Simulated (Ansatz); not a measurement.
Gas-phase electronic energies from Ansatz, PBE0-D4/def2-TZVP geometries. CCSD(T)/CBS adds triple-zeta CCSD(T) − MP2 to the extrapolated MP2 energy (def2 sets, frozen cores). Functionals use def2-TZVPP. HSE06 is defined as in plane-wave codes. One conformer a species, not always the lowest.

Reaction (formal exchange of groups at a C–Si bond): `C[SiH2]SSC` + `[SiH3]SS` → `C[SiH2]SS` + `CSS[SiH3]`

`C[SiH2]SSC`:

Cartesian coordinates in Å:
```
C 1.807 -0.760 -1.246
Si 1.240 -0.402 0.490
S 0.428 1.578 0.679
S -1.199 1.304 -0.553
C -2.454 0.738 0.607
H 2.603 -0.074 -1.541
H 0.975 -0.649 -1.944
H 2.184 -1.784 -1.318
H 2.376 -0.444 1.452
H 0.203 -1.379 0.918
H -2.158 -0.201 1.073
H -3.360 0.578 0.017
H -2.646 1.495 1.366
```

`[SiH3]SS`:

Cartesian coordinates in Å:
```
Si -0.669 -0.743 -0.151
S -0.336 0.984 1.075
S 1.687 1.171 0.710
H 0.186 -1.866 0.303
H -0.370 -0.424 -1.569
H -2.107 -1.086 0.006
H 1.610 1.964 -0.375
```

`C[SiH2]SS`:

Cartesian coordinates in Å:
```
C -1.428 0.113 0.325
Si -0.035 0.005 -0.904
S 1.702 1.099 -0.261
S 2.077 0.060 1.484
H -1.744 1.149 0.460
H -2.285 -0.470 -0.024
H -1.113 -0.285 1.292
H 0.358 -1.410 -1.137
H -0.396 0.641 -2.200
H 2.864 -0.902 0.966
```

`CSS[SiH3]`:

```xyz
10

C     0.491    1.439    1.184
S    -0.585    1.460   -0.259
S    -1.656   -0.283   -0.019
Si   -0.321   -1.526   -1.140
H    -0.094    1.450    2.102
H     1.090    2.351    1.124
H     1.153    0.574    1.165
H     1.038   -1.474   -0.544
H    -0.263   -1.080   -2.553
H    -0.853   -2.912   -1.060
```

| level | ΔE (kcal/mol) | difference from CCSD(T)/CBS |
| --- | --- | --- |
| revPBE-D4 | 0.0 | 0.0 |
| r2SCAN-D4 | 0.0 | 0.0 |
| r2SCAN0-D4 | 0.0 | 0.0 |
| HSE06-D4 | 0.0 | 0.0 |
| PBE | -0.1 | -0.1 |
| revPBE | -0.1 | -0.1 |
| BLYP | -0.1 | -0.1 |
| PBE0 | -0.1 | -0.1 |
| r2SCANh | -0.1 | -0.1 |
| r2SCAN0 | -0.1 | -0.1 |
| CCSD/def2-SVP | 0.1 | 0.1 |
| HF/def2-TZVPP | -0.1 | -0.1 |
| MP2/def2-TZVPP | 0.0 | 0.0 |
| MP2/def2-QZVPP | 0.0 | 0.0 |
| HF/CBS(def2) | 0.0 | 0.0 |
| MP2/CBS(def2) | 0.0 | 0.0 |
| CCSD(T)/CBS | 0.0 | 0 |

Largest T1 diagnostic among the species: 0.012.

Leaving LDA and LC-ωPBE aside and taking each functional with its dispersion term where it has one, the values, not all of them listed here, spread over 0.0 kcal/mol, from r2SCAN-D4 to ωB97M-V.
